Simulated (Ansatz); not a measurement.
A short molecular-dynamics run on `[SiH3]C[S][GaH2]`.

```yaml
crystal:
  periodic: [false, false, false]
  atoms:
    - {symbol: Si, position_ang: [-1.171758, 1.154114, 0.054812]}
    - {symbol: C, position_ang: [0.647084, 0.860695, 0.417647]}
    - {symbol: S, position_ang: [1.404127, -0.079796, -0.952450]}
    - {symbol: Ga, position_ang: [0.818932, -2.144065, -0.506636]}
    - {symbol: H, position_ang: [-1.311817, 1.880899, -1.231861]}
    - {symbol: H, position_ang: [-1.814757, 1.946496, 1.140873]}
    - {symbol: H, position_ang: [-1.853371, -0.163835, -0.052365]}
    - {symbol: H, position_ang: [1.187592, 1.807791, 0.481608]}
    - {symbol: H, position_ang: [0.787170, 0.340288, 1.366498]}
    - {symbol: H, position_ang: [1.249148, -3.214232, -1.554665]}
    - {symbol: H, position_ang: [0.057660, -2.388354, 0.836548]}
basis:
  gaussian: {orbitals: "6-31G*"}
hamiltonian: {xc: {name: PBE}, dispersion: d3bj}
md: {timestep: 0.5 fs, n_steps: 50, ensemble: nve, temperature: 300, initial_velocities: maxwell_boltzmann, seed: 442}
```

```sh
$ ansatz run in.yaml --threads 2 --pin off --events-out ev --progress --plain --max-ram 32768MiB --backend cpu
```

```csv
step,time (fs),potential energy (eV),kinetic (eV),T (K),conserved (eV)
0,0.0,-72215.6955,0.3490,300,-72215.3465
1,0.5,-72215.6790,0.3327,286,-72215.3463
2,1.0,-72215.6526,0.3068,264,-72215.3458
3,1.5,-72215.6229,0.2775,239,-72215.3454
4,2.0,-72215.5972,0.2522,217,-72215.3450
5,2.5,-72215.5810,0.2360,203,-72215.3449
6,3.0,-72215.5757,0.2306,198,-72215.3451
7,3.5,-72215.5790,0.2336,201,-72215.3454
8,4.0,-72215.5858,0.2401,206,-72215.3457
9,4.5,-72215.5913,0.2453,211,-72215.3459
10,5.0,-72215.5919,0.2459,211,-72215.3460
11,5.5,-72215.5866,0.2407,207,-72215.3459
12,6.0,-72215.5763,0.2306,198,-72215.3458
13,6.5,-72215.5631,0.2175,187,-72215.3456
14,7.0,-72215.5492,0.2038,175,-72215.3455
15,7.5,-72215.5369,0.1915,165,-72215.3454
16,8.0,-72215.5273,0.1819,156,-72215.3454
17,8.5,-72215.5208,0.1754,151,-72215.3454
18,9.0,-72215.5168,0.1713,147,-72215.3455
19,9.5,-72215.5138,0.1682,145,-72215.3456
20,10.0,-72215.5101,0.1644,141,-72215.3457
21,10.5,-72215.5041,0.1583,136,-72215.3458
22,11.0,-72215.4954,0.1497,129,-72215.3457
23,11.5,-72215.4850,0.1395,120,-72215.3455
24,12.0,-72215.4762,0.1309,113,-72215.3453
25,12.5,-72215.4732,0.1281,110,-72215.3450
26,13.0,-72215.4796,0.1346,116,-72215.3450
27,13.5,-72215.4962,0.1510,130,-72215.3452
28,14.0,-72215.5199,0.1743,150,-72215.3456
29,14.5,-72215.5442,0.1982,170,-72215.3461
30,15.0,-72215.5621,0.2157,185,-72215.3464
31,15.5,-72215.5682,0.2217,191,-72215.3465
32,16.0,-72215.5609,0.2145,184,-72215.3463
33,16.5,-72215.5421,0.1960,169,-72215.3460
34,17.0,-72215.5165,0.1709,147,-72215.3456
35,17.5,-72215.4903,0.1450,125,-72215.3453
36,18.0,-72215.4690,0.1240,107,-72215.3450
37,18.5,-72215.4570,0.1121,96,-72215.3449
38,19.0,-72215.4562,0.1113,96,-72215.3449
39,19.5,-72215.4664,0.1214,104,-72215.3451
40,20.0,-72215.4849,0.1396,120,-72215.3453
41,20.5,-72215.5074,0.1617,139,-72215.3457
42,21.0,-72215.5287,0.1827,157,-72215.3460
43,21.5,-72215.5440,0.1978,170,-72215.3462
44,22.0,-72215.5499,0.2036,175,-72215.3463
45,22.5,-72215.5456,0.1994,171,-72215.3461
46,23.0,-72215.5333,0.1875,161,-72215.3458
47,23.5,-72215.5179,0.1724,148,-72215.3455
48,24.0,-72215.5049,0.1597,137,-72215.3452
49,24.5,-72215.4982,0.1530,132,-72215.3452
50,25.0,-72215.4985,0.1531,132,-72215.3454
```

Velocities are drawn at the set temperature; a run this short doesn't reach equilibrium.

Frames (Å, forces in eV/Å):

```xyz
11
time=0.0 fs
Si   -1.172    1.154    0.055   -0.166    0.032    0.005
C     0.647    0.861    0.418   -0.046    0.041    0.086
S     1.404   -0.080   -0.952    0.337   -0.044   -0.477
Ga    0.819   -2.144   -0.507   -0.061   -0.155    0.030
H    -1.312    1.881   -1.232   -0.032    0.119   -0.211
H    -1.815    1.946    1.141   -0.122    0.141    0.177
H    -1.853   -0.164   -0.052   -0.110   -0.205   -0.017
H     1.188    1.808    0.482    0.176    0.312    0.046
H     0.787    0.340    1.366    0.039   -0.153    0.335
H     1.249   -3.214   -1.555    0.063   -0.088   -0.127
H     0.058   -2.388    0.837   -0.079    0.001    0.153
11
time=1.5 fs
Si   -1.171    1.155    0.059    0.030   -0.014   -1.061
C     0.646    0.854    0.413   -0.309    0.700   -0.862
S     1.406   -0.082   -0.953    0.334   -0.011   -0.485
Ga    0.818   -2.142   -0.505    0.058   -0.189   -0.183
H    -1.296    1.902   -1.260   -0.003   -0.155    0.335
H    -1.834    1.902    1.120   -0.354    0.504    0.639
H    -1.842   -0.159   -0.073   -0.176   -0.325   -0.048
H     1.159    1.814    0.478    0.310    0.361    0.014
H     0.783    0.357    1.335    0.234   -0.775    1.445
H     1.242   -3.191   -1.576    0.072   -0.102   -0.148
H     0.090   -2.438    0.827   -0.195    0.006    0.354
11
time=3.0 fs
Si   -1.171    1.156    0.062    0.041   -0.082   -1.698
C     0.645    0.848    0.406   -0.247    0.981   -0.680
S     1.408   -0.084   -0.954    0.326    0.030   -0.486
Ga    0.817   -2.140   -0.504    0.120   -0.278   -0.320
H    -1.281    1.920   -1.281   -0.003   -0.333    0.706
H    -1.861    1.869    1.112   -0.441    0.661    0.837
H    -1.834   -0.161   -0.095   -0.172   -0.310   -0.063
H     1.137    1.827    0.476    0.297    0.128   -0.015
H     0.783    0.357    1.333    0.253   -0.743    1.413
H     1.236   -3.170   -1.600    0.061   -0.078   -0.123
H     0.118   -2.487    0.825   -0.236    0.024    0.430
11
time=4.5 fs
Si   -1.170    1.157    0.064   -0.233   -0.115   -1.723
C     0.644    0.845    0.398    0.057    0.762    0.583
S     1.410   -0.086   -0.955    0.309    0.078   -0.478
Ga    0.816   -2.138   -0.502    0.114   -0.429   -0.342
H    -1.265    1.931   -1.287   -0.026   -0.385    0.843
H    -1.897    1.849    1.121   -0.272    0.537    0.637
H    -1.829   -0.170   -0.118   -0.106   -0.168   -0.052
H     1.121    1.842    0.472    0.225   -0.221   -0.031
H     0.788    0.343    1.359    0.092   -0.107    0.271
H     1.231   -3.151   -1.626    0.032   -0.029   -0.057
H     0.142   -2.536    0.833   -0.193    0.077    0.350
11
time=6.0 fs
Si   -1.169    1.158    0.064   -0.676   -0.162   -1.271
C     0.642    0.842    0.392    0.332    0.468    1.736
S     1.412   -0.089   -0.957    0.279    0.133   -0.451
Ga    0.815   -2.136   -0.501    0.062   -0.624   -0.272
H    -1.250    1.934   -1.275   -0.066   -0.305    0.743
H    -1.938    1.840    1.144    0.075    0.248    0.185
H    -1.827   -0.182   -0.143   -0.013    0.035   -0.016
H     1.110    1.853    0.468    0.183   -0.464   -0.033
H     0.796    0.326    1.392   -0.074    0.479   -0.806
H     1.227   -3.133   -1.654   -0.005    0.027    0.031
H     0.161   -2.584    0.847   -0.096    0.165    0.155
11
time=7.5 fs
Si   -1.169    1.158    0.064   -1.073   -0.306   -0.593
C     0.641    0.840    0.388    0.435    0.274    2.207
S     1.415   -0.091   -0.958    0.231    0.190   -0.401
Ga    0.815   -2.134   -0.500    0.000   -0.819   -0.165
H    -1.237    1.931   -1.248   -0.113   -0.097    0.416
H    -1.978    1.837    1.170    0.424   -0.032   -0.267
H    -1.825   -0.193   -0.167    0.068    0.220    0.031
H     1.103    1.855    0.464    0.209   -0.475   -0.022
H     0.802    0.319    1.408   -0.148    0.708   -1.249
H     1.223   -3.114   -1.681   -0.041    0.070    0.119
H     0.178   -2.627    0.865    0.008    0.268   -0.075
11
time=9.0 fs
Si   -1.170    1.159    0.063   -1.282   -0.549    0.121
C     0.641    0.839    0.389    0.350    0.206    1.949
S     1.418   -0.093   -0.960    0.166    0.241   -0.331
Ga    0.814   -2.133   -0.499   -0.040   -0.973   -0.075
H    -1.226    1.925   -1.212   -0.160    0.212   -0.081
H    -2.009    1.833    1.192    0.658   -0.215   -0.566
H    -1.822   -0.200   -0.191    0.111    0.327    0.072
H     1.101    1.846    0.459    0.294   -0.251   -0.007
H     0.805    0.327    1.398   -0.112    0.557   -1.002
H     1.218   -3.093   -1.706   -0.068    0.085    0.186
H     0.196   -2.665    0.881    0.083    0.361   -0.268
11
time=10.5 fs
Si   -1.172    1.159    0.062   -1.268   -0.789    0.684
C     0.642    0.839    0.393    0.117    0.380    0.967
S     1.420   -0.094   -0.963    0.087    0.282   -0.241
Ga    0.813   -2.132   -0.498   -0.046   -1.055   -0.030
H    -1.218    1.924   -1.178   -0.194    0.526   -0.580
H    -2.026    1.825    1.201    0.741   -0.283   -0.670
H    -1.817   -0.200   -0.214    0.105    0.330    0.095
H     1.105    1.832    0.454    0.384    0.081    0.006
H     0.805    0.346    1.368    0.040    0.038   -0.071
H     1.211   -3.071   -1.727   -0.082    0.068    0.218
H     0.215   -2.695    0.892    0.115    0.422   -0.379
11
time=12.0 fs
Si   -1.175    1.158    0.061   -1.045   -0.859    0.843
C     0.642    0.839    0.398   -0.123    0.811   -0.379
S     1.423   -0.096   -0.965    0.001    0.313   -0.136
Ga    0.812   -2.131   -0.497   -0.017   -1.056   -0.042
H    -1.215    1.935   -1.156   -0.203    0.678   -0.819
H    -2.027    1.811    1.196    0.668   -0.240   -0.574
H    -1.809   -0.192   -0.234    0.052    0.228    0.091
H     1.118    1.820    0.449    0.397    0.308    0.016
H     0.807    0.365    1.336    0.252   -0.644    1.182
H     1.203   -3.047   -1.743   -0.082    0.020    0.208
H     0.236   -2.716    0.894    0.101    0.442   -0.390
11
time=13.5 fs
Si   -1.179    1.157    0.062   -0.643   -0.675    0.448
C     0.643    0.840    0.403   -0.100    1.037   -0.932
S     1.426   -0.097   -0.968   -0.082    0.333   -0.030
Ga    0.811   -2.131   -0.495    0.044   -0.976   -0.119
H    -1.216    1.959   -1.151   -0.187    0.555   -0.647
H    -2.014    1.791    1.179    0.440   -0.090   -0.278
H    -1.800   -0.181   -0.253   -0.036    0.047    0.060
H     1.138    1.814    0.444    0.274    0.283    0.034
H     0.814    0.372    1.329    0.316   -0.877    1.601
H     1.193   -3.023   -1.755   -0.072   -0.051    0.159
H     0.260   -2.728    0.888    0.045    0.415   -0.296
11
time=15.0 fs
Si   -1.183    1.155    0.062   -0.114   -0.341   -0.359
C     0.643    0.843    0.406    0.283    0.726   -0.159
S     1.429   -0.098   -0.970   -0.157    0.344    0.066
Ga    0.810   -2.130   -0.494    0.131   -0.829   -0.263
H    -1.221    1.995   -1.159   -0.157    0.222   -0.194
H    -1.992    1.770    1.157    0.083    0.147    0.187
H    -1.792   -0.168   -0.270   -0.131   -0.157    0.014
H     1.164    1.814    0.440    0.046    0.060    0.070
H     0.827    0.360    1.354    0.112   -0.382    0.658
H     1.181   -3.000   -1.763   -0.055   -0.133    0.085
H     0.284   -2.731    0.877   -0.042    0.343   -0.107
11
time=16.5 fs
Si   -1.187    1.153    0.063    0.417   -0.032   -1.208
C     0.644    0.848    0.410    0.732    0.250    0.865
S     1.432   -0.099   -0.973   -0.224    0.355    0.158
Ga    0.810   -2.131   -0.493    0.232   -0.643   -0.460
H    -1.229    2.036   -1.171   -0.122   -0.151    0.278
H    -1.968    1.753    1.138   -0.300    0.396    0.685
H    -1.787   -0.158   -0.287   -0.198   -0.307   -0.024
H     1.192    1.815    0.438   -0.189   -0.173    0.116
H     0.842    0.341    1.393   -0.166    0.278   -0.563
H     1.169   -2.979   -1.769   -0.037   -0.210    0.007
H     0.308   -2.726    0.862   -0.146    0.237    0.146
11
time=18.0 fs
Si   -1.191    1.151    0.062    0.746    0.198   -1.703
C     0.646    0.853    0.414    0.962   -0.098    1.323
S     1.434   -0.100   -0.975   -0.281    0.373    0.247
Ga    0.809   -2.131   -0.493    0.327   -0.466   -0.670
H    -1.240    2.074   -1.178   -0.088   -0.434    0.596
H    -1.950    1.743    1.134   -0.518    0.511    0.956
H    -1.786   -0.155   -0.305   -0.210   -0.335   -0.028
H     1.215    1.813    0.438   -0.336   -0.253    0.152
H     0.855    0.327    1.421   -0.333    0.646   -1.221
H     1.155   -2.964   -1.776   -0.026   -0.267   -0.050
H     0.328   -2.717    0.852   -0.242    0.125    0.398
11
time=19.5 fs
Si   -1.194    1.149    0.060    0.745    0.386   -1.619
C     0.650    0.858    0.421    0.878   -0.293    1.123
S     1.437   -0.100   -0.978   -0.326    0.397    0.326
Ga    0.808   -2.131   -0.492    0.389   -0.348   -0.823
H    -1.253    2.102   -1.172   -0.060   -0.575    0.709
H    -1.943    1.744    1.150   -0.446    0.392    0.806
H    -1.789   -0.159   -0.323   -0.160   -0.229    0.011
H     1.231    1.806    0.441   -0.344   -0.120    0.164
H     0.860    0.327    1.423   -0.350    0.636   -1.193
H     1.141   -2.954   -1.783   -0.026   -0.294   -0.062
H     0.343   -2.704    0.849   -0.300    0.047    0.558
11
time=21.0 fs
Si   -1.197    1.147    0.057    0.515    0.502   -1.043
C     0.655    0.862    0.430    0.501   -0.266    0.281
S     1.439   -0.100   -0.980   -0.355    0.429    0.397
Ga    0.808   -2.132   -0.492    0.398   -0.322   -0.852
H    -1.267    2.119   -1.152   -0.041   -0.556    0.614
H    -1.945    1.754    1.183   -0.167    0.100    0.333
H    -1.796   -0.168   -0.340   -0.071   -0.039    0.080
H     1.240    1.796    0.448   -0.233    0.168    0.148
H     0.858    0.340    1.401   -0.213    0.239   -0.487
H     1.127   -2.950   -1.792   -0.037   -0.288   -0.024
H     0.352   -2.691    0.858   -0.298    0.032    0.552
11
time=22.5 fs
Si   -1.199    1.146    0.053    0.270    0.454   -0.223
C     0.662    0.866    0.440   -0.028    0.063   -1.052
S     1.441   -0.100   -0.982   -0.368    0.470    0.461
Ga    0.807   -2.133   -0.492    0.350   -0.378   -0.743
H    -1.282    2.123   -1.118   -0.035   -0.369    0.323
H    -1.951    1.765    1.222    0.134   -0.207   -0.193
H    -1.804   -0.177   -0.356    0.023    0.155    0.152
H     1.245    1.790    0.458   -0.092    0.445    0.115
H     0.851    0.357    1.370    0.036   -0.456    0.730
H     1.111   -2.952   -1.801   -0.054   -0.256    0.054
H     0.355   -2.677    0.879   -0.237    0.079    0.377
11
time=24.0 fs
Si   -1.201    1.145    0.049    0.145    0.221    0.628
C     0.668    0.870    0.447   -0.388    0.380   -1.989
S     1.442   -0.100   -0.983   -0.364    0.516    0.513
Ga    0.807   -2.133   -0.492    0.266   -0.469   -0.545
H    -1.298    2.121   -1.078   -0.045   -0.033   -0.121
H    -1.954    1.772    1.258    0.336   -0.425   -0.579
H    -1.812   -0.183   -0.369    0.094    0.287    0.202
H     1.247    1.793    0.471   -0.034    0.512    0.085
H     0.845    0.365    1.353    0.205   -0.934    1.556
H     1.095   -2.960   -1.808   -0.070   -0.208    0.147
H     0.353   -2.661    0.908   -0.143    0.154    0.102
11
time=25.0 fs
Si   -1.203    1.145    0.047    0.145    0.011    1.126
C     0.672    0.873    0.450   -0.403    0.301   -1.845
S     1.443   -0.099   -0.984   -0.353    0.545    0.537
Ga    0.807   -2.134   -0.492    0.204   -0.523   -0.397
H    -1.309    2.118   -1.052   -0.060    0.228   -0.442
H    -1.952    1.772    1.276    0.401   -0.504   -0.724
H    -1.816   -0.184   -0.375    0.118    0.321    0.216
H     1.248    1.801    0.480   -0.065    0.402    0.071
H     0.844    0.359    1.359    0.169   -0.808    1.341
H     1.083   -2.968   -1.812   -0.078   -0.174    0.205
H     0.349   -2.648    0.929   -0.077    0.201   -0.088
```

Run time 83 s (2 threads of an AMD EPYC 7R13 on a shared host); peak host memory 0.48 GiB.
